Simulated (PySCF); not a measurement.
C₄H₅BOS, SMILES `Bc1sc(cc1)O`, neutral singlet in the gas phase. 

Cartesian coordinates (Å):
```xyz
12

B     -2.3249     0.7693     0.2778
C     -0.9043     0.2914     0.1044
C     -0.4347    -0.9017    -0.4411
C      0.9610    -1.0450    -0.4579
C      1.5906     0.0621     0.0876
O      2.9126     0.1922     0.1975
S      0.4667     1.2579     0.6105
H     -2.5720     1.8438     0.7750
H     -3.2251     0.0511    -0.0936
H     -1.1266    -1.6556    -0.8218
H      1.5147    -1.9013    -0.8418
H      3.1420     1.0359     0.6034
```
Charge 0, spin multiplicity 1.

All levels are single points at this geometry (PBE0-D3(BJ)/def2-SVP); Pople sets use spherical d functions. Orbital energies aren't observables, and empty levels follow the basis.

```
level                            HOMO (eV)  LUMO (eV)  gap (eV)  dipole (D)  vertical IE, Delta-SCF (eV)
-------------------------------  ---------  ---------  --------  ----------  ---------------------------
PBE-D3(BJ)/def2-TZVP in PySCF        -5.76      -2.58      3.18        2.83                         8.51
ωB97X-D3(BJ)/def2-TZVP in PySCF      -8.83       0.18      9.00        2.17                         8.57
B3LYP/6-31G* in PySCF                -6.21      -1.61      4.60        2.54                         8.33
B3LYP/LANL2DZ in PySCF               -6.56      -1.97      4.59        2.13                            –
BP86/6-31G* in PySCF                 -5.56      -2.36      3.20        2.90                            –
PBE/6-31G* in PySCF                  -5.46      -2.27      3.19        2.91                         8.31
```
